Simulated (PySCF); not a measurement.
sulfur trioxide (O3S), SMILES O=S(=O)=O. Geometry optimised at PBE-D3(BJ)/def2-TZVP.

Computed equilibrium geometry at PBE-D3(BJ)/def2-TZVP (PySCF confirms it by a frequency run) as Cartesian coordinates in Å, and its point group:
point group D3h.
```xyz
4

O      1.4442     0.0000     0.0000
S      0.0000     0.0000     0.0000
O     -0.7221    -1.2507     0.0000
O     -0.7221     1.2507     0.0000
```
